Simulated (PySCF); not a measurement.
## O (oxygen, neutral) across methods

[He] 2s2 2p4, high-spin 3P determinant. Calculation: PySCF 2.14, in x2c-TZVPPall (5s3p2d1f, 31 functions); scalar relativity by spin-free X2C-1e.

```
   method  E (hartree)  mean ε 2s β (eV)  mean ε 2p α (eV)  mean ε 2p β (eV)  Σ⟨r²⟩ (bohr²)   ⟨S²⟩
  r2SCAN0     -75.1092           -23.891           -12.797            -9.637          11.26  2.005
      LDA     -74.5773           -21.571           -10.253            -7.313          11.58  2.003
     PBE0     -75.0718           -23.765           -12.290            -9.383          11.34  2.003
      PBE     -75.0632           -21.461           -10.059            -7.444          11.48  2.003
    B97-3     -75.1249           -24.115           -12.355            -9.460          11.32  2.004
   r2SCAN     -75.1116           -21.745           -10.749            -7.808          11.33  2.005
BHandHLYP     -75.1302           -26.098           -14.421           -11.335          11.28  2.004
      UHF    -74.86787           -29.289           -18.390           -14.165          11.14  2.008
```

(1) Estimate the same row for wB97X.

Answers

(1) E (hartree) = -75.1304; mean ε 2s β (eV) = -26.487; mean ε 2p α (eV) = -14.838; mean ε 2p β (eV) = -11.996; Σ⟨r²⟩ (bohr²) = 11.36; ⟨S²⟩ = 2.005.
